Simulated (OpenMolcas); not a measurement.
**V3+: ligand-field states by method**

V3+ with 4 ligands (oxide) in tetrahedral coordination (Td) at 1.93 Å. A charge of +1.25 e stands 3.2 Å behind each ligand. Ligand basis ANO-RCC-VDZP.

* Program: OpenMolcas
* Basis: ANO-RCC-VDZP [5s4p2d1f]
* Scalar Hamiltonian: DKH2, point nucleus
* Active space: 2 electrons in 5 orbitals (3d)
* State averaging: 2S+1 = 3 even, 10 roots; 2S+1 = 1 even, 15 roots
* Spin-orbit coupling: RASSI with atomic mean-field integrals over the reference wave functions

I. CASSCF
II. SS-CASPT2, IPEA 0.25 Eh, imaginary shift 0.1 Eh (closed shells correlated: 3s 3p and the ligand valence shells)

Spin-free states (labels of Td) in cm-1, each column counted from its own energy of the first state listed:

| State | Degeneracy | I | II |
| --- | --- | --- | --- |
| 3A2 | 1 | 0 | 0 |
| 3T2 | 3 | 6055 | 5130 |
| 3T1 | 3 | 10397 | 9760 |
| 1E | 2 | 14077 | 10160 |
| 1T2 | 3 | 19451 | 14380 |
| 3T1 | 3 | 21701 | 17940 |
| 1A1 | 1 | 22215 | 17400 |
| 1T1 | 3 | 24020 | 19160 |
| 1E | 2 | 27438 | 23740 |
| 1T2 | 3 | 28625 | 24450 |
| 1A1 | 1 | 52282 | 41210 |

From I to II, I's first state of the same spin (3T2) moves from 6055 to 5130 cm-1, by about -930 cm-1.

From I to II, I's first state of another spin (1E) moves from 14077 to 10160 cm-1, by about -3900 cm-1.

I: A least-squares ligand-field fit to the states below 45000 cm-1, each weighted by its degeneracy and with a free common offset, gives 10Dq = -5759 cm-1 (negative for this site), B = 922 cm-1 and C = 3496 cm-1 (C/B = 3.79), with an rms deviation of 222 cm-1. The same method and metal basis give the free ion B = 1088 cm-1 (fit to its terms below 60000 cm-1, rms deviation 54 cm-1), so the nephelauxetic ratio is β = 922 / 1088 = 0.85; it hangs on how both fits weigh the states, and computed free-ion B values tend to be too large, so β mixes covalency with correlation.

χT at 300 K: I 0.97, II 0.97 cm3 K/mol.

Roots that are degenerate in the reference are averaged as groups; the widest CASPT2 spread within a group is 780 cm-1 (the 3-fold group of multiplicity 3 near 9760 cm-1 above the lowest state of its run, II). Shifts and gaps below about the spread of the groups concerned are not significant. Over all roots computed the reference weight is 0.69 to 0.71 in II; a low but even weight reflects the number of correlated electrons. The oxide ions are held by bare point charges, a crude embedding. Ligand-to-metal charge-transfer states are missing. With no ligand orbital active B as a rule stays too high, so bands that hang on it stand too high and its fall with covalency is understated. Without dynamic correlation the repulsion within the d shell is too large (B by tens of per cent), so at a given field states of lower spin stand too high (holds for I). With metal d orbitals alone and no dynamic correlation the field as a rule comes out too small, by tens of per cent, by up to half for chloride and softer ligands (holds for I). These CASPT2 states fit no ligand-field parameters well, so their order and spin gaps are uncertain (holds for II). With one d shell and no ligand orbital active, 10Dq can be off by a tenth or more (holds for II). The distance lies 2 % over the 1.89 Å that this model takes as the normal distance (a Shannon-type radius plus a fixed donor radius); by an R⁻⁵ law this alone changes a d-shell field by about -10 %. No measured value stands beside these numbers; the geometry was imposed, not optimised, and the real ion may take another.
